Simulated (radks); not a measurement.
Values are calculated unless marked as measured or tabulated.
Question: Valence configurations of Se2+ (all share [Ar]). Code: a radial shooting solver on a logarithmic mesh with Libxc functionals. Model: Dirac Kohn-Sham, PBE, spin-unpolarised, spherical densities, finite nucleus; open shells fill j = l - 1/2 first; Fermi nuclear charge, rms radius 4.14 fm. Order these by energy: 3d9 4s2 4p3; 3d10 4s2 4p2; 3d9 4s1 4p4; 3d9.5 4s1 4p3.5; 3d10 4s1.5 4p2.5; 3d10 4p4; 3d9 4p5; 3d9.5 4p4.5; 3d9.5 4s1.5 4p3; 3d10 4s1 4p3.

Answer: From the lowest, in eV above it: 3d10 4s2 4p2 0.000; 3d10 4s1.5 4p2.5 6.176; 3d10 4s1 4p3 12.388; 3d10 4p4 24.916; 3d9.5 4s1.5 4p3 32.657; 3d9.5 4s1 4p3.5 39.087; 3d9.5 4p4.5 52.046; 3d9 4s2 4p3 55.057; 3d9 4s1 4p4 68.310; 3d9 4p5 81.688. NIST lists [Ar] 3d10 4s2 4p2 as the ground configuration; this level of theory agrees among the configurations tried. The energies are those of spherical spin-averaged densities, not of single terms.
